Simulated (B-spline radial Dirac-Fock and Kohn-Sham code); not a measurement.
**EELS cross sections of the Hg N4 (4d3/2) edge**

System: atomic mercury, 1s2 2s2 2p6 3s2 3p6 3d10 4s2 4p6 4d10 4f14 5s2 5p6 5d10 6s2. Method: the first Born approximation with generalised oscillator strengths from a Dirac-Hartree-Slater potential (longitudinal and transverse terms; continuum final states only, so no white lines or fine structure). Computed with a radial B-spline solver. The edge is taken at 378.2 eV (tabulated value).

Partial cross sections σ(β, Δ) in barn, integrated over a window Δ above the edge and up to the collection semi-angle β, for parallel illumination:

```tsv
E₀ (kV)	β (mrad)	Δ = 25 eV	Δ = 50 eV	Δ = 100 eV	Δ = 200 eV	Δ = 300 eV
60	5	105	198	387	734	999
80	10	206	392	786	1580	2260
80	100	579	1170	2340	4880	7460
100	5	117	221	441	864	1210
100	10	200	381	765	1550	2240
120	10	194	370	746	1520	2210
120	20	289	552	1100	2280	3390
120	100	446	902	1810	3780	5800
200	20	255	491	972	2030	3050
200	50	328	659	1320	2760	4220
300	5	?	?	?	?	?
300	10	175	335	674	1410	2090
300	20	238	461	915	1910	2890
300	100	280	565	1140	2390	3670
```

Task: Give the row for 300 kV and 5 mrad.

Result: 123 b for 25 eV, 236 b for 50 eV, 481 b for 100 eV, 989 b for 200 eV, 1440 b for 300 eV.
